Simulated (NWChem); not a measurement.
System: C2H4OS; SMILES O=CCS

Here is an NWChem input.

```
start job
memory heap 200 mb stack 900 mb global 1100 mb
geometry units angstroms noautosym nocenter noautoz
  O     -0.394336     2.120983    -0.134618
  C     -0.230362     1.031593     0.338604
  C      0.859514     0.078115    -0.086036
  S      0.179608    -1.545274    -0.550905
  H     -0.905109     0.634205     1.142713
  H      1.604808    -0.036190     0.717810
  H      1.365901     0.487495    -0.971805
  H     -0.041095    -1.991096     0.704981
end
basis spherical
  O library 6-311g**
  C library 6-311g**
  S library 6-311g**
  H library 6-311g**
end
dft
  xc b3lyp
  iterations 150
end
tddft
  cis
  ecut -17.5
  nroots 6
  notriplet
end
task tddft energy
```

All runs use the structure optimised with PBE0/def2-SVP.

Core excitations by TDA in a window of 1s orbitals, non-relativistic and unshifted: absolute energies depend strongly on the exact-exchange share.

Problem. What results follow from this input? (B3LYP/6-311G** (spherical d), restricted-window TDA.) Quantities: first 1s excitation (eV); dipole oscillator strength of the first; first state with f > 0.002 (eV); dipole oscillator strength of that state.

Solution. The first 1s excitation (eV) comes out as 516.6 and the dipole oscillator strength of the first is 0.0406. The first state with f > 0.002 (eV) is 516.6 and the dipole oscillator strength of that state comes out as 0.0406.
